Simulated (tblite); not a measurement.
C7H13P.
Z-matrix (Å and degrees, GFN2-xTB geometry), rows numbered from 1:
```
C 
C   1  1.4890
C   2  1.3274  1  125.08
P   3  1.8282  2  123.88  1    -4.01
C   4  1.8594  3   98.56  2   150.09
C   5  1.5089  4  119.66  3   152.64
C   5  1.5036  4   66.45  3   -96.15
C   7  1.5064  4  122.48  5  -112.46
H   1  1.0886  2  110.44  3     1.12
H   1  1.0902  2  110.31  3  -119.58
H   1  1.0900  2  110.15  3   121.74
H   2  1.0851  1  115.32  3   179.30
H   3  1.0845  2  119.87  1  -178.57
H   5  1.0874  4  115.08  7   107.92
H   6  1.0884  5  110.56  4    35.27
H   6  1.0887  5  110.85  4   -84.91
H   6  1.0907  5  110.21  4   155.06
H   7  1.0878  4  112.20  5   108.00
H   8  1.0905  7  109.80  4   161.46
H   8  1.0888  7  110.77  4   -78.93
H   8  1.0875  7  111.04  4    41.40
```

All values are computed: GFN2-xTB (tblite) harmonic vibrations without scaling, gas phase. The method is semi-empirical: single wavenumbers can be off by several per cent or more. One conformer, not necessarily the lowest.

Harmonic wavenumbers (cm⁻¹): 25.2, 100.6, 141.6, 145.7, 172.8, 177.8, 205.1, 220.6, 289.1, 301.0, 392.5, 454.9, 523.2, 635.9, 664.1, 713.4, 745.7, 868.9, 909.2, 936.2, 966.1, 977.4, 997.4, 1037.6, 1065.5, 1070.8, 1079.5, 1111.7, 1152.1, 1177.4, 1217.2, 1263.3, 1308.0, 1367.6, 1395.8, 1407.6, 1410.2, 1462.4, 1473.1, 1486.5, 1491.5, 1493.9, 1494.7, 1674.6, 2983.4, 2990.6, 2991.8, 2993.1, 2993.8, 3002.9, 3009.0, 3015.6, 3018.9, 3020.1, 3027.1, 3028.7, 3037.0.

A = 3078, B = 1067, C = 932.5 MHz; mass 128.075 u (most abundant isotopes); point group C1, symmetry number 1.

Problem. Zero-point energy?

Solution. Half the sum of the wavenumbers: 39159 cm⁻¹ = 111.96 kcal/mol.

Problem. Give the ideal-gas entropy at 298.15 K and 1 bar in the rigid-rotor, harmonic-oscillator model (classical rotation).

Solution. Translation 40.48, rotation 29.04, vibration 31.89: S = 101.4 cal/(mol K).

Problem. And Cp and H(298.15 K) − H(0)?

Solution. Cp = 40.01 cal/(mol K), of which vibrations give 32.06 (their classical limit is 57 R = 113.3); H(298.15 K) − H(0) = 7.32 kcal/mol without the zero-point energy, 4.95 from vibrations.

Problem. Blend soft modes into free rotors: weight 1/[1 + (100 cm⁻¹/ν̃)⁴] for the oscillator and the rest for a rotor with moment μB/(μ + B), μ = h/(8π²ν), B = 10⁻⁴⁴ kg m². What vibrational entropy results?

Solution. 29.56 cal/(mol K) in place of 31.89, which changes −T·S at 298.15 K by +0.69 kcal/mol.

Problem. Which modes carry the vibrational entropy at 298.15 K?

Solution. 25.2 cm⁻¹: 6.18; 100.6 cm⁻¹: 3.44; 141.6 cm⁻¹: 2.78; 145.7 cm⁻¹: 2.73; 172.8 cm⁻¹: 2.40; 177.8 cm⁻¹: 2.35 cal/(mol K); the other 51 give 12.01 together.

Problem. What must be added to the electronic energy to get the Gibbs energy at 298.15 K and 1 bar?

Solution. ZPE + [H(298.15 K) − H(0)] − T·S = 111.96 + 7.32 − 30.24 = 89.04 kcal/mol.

Hindered rotation and anharmonicity are outside this model. Other conformers, if any are populated, would add a mixing term that is left out. The structure is chiral; the term R ln 2 for an equal mix with its mirror image is left out.
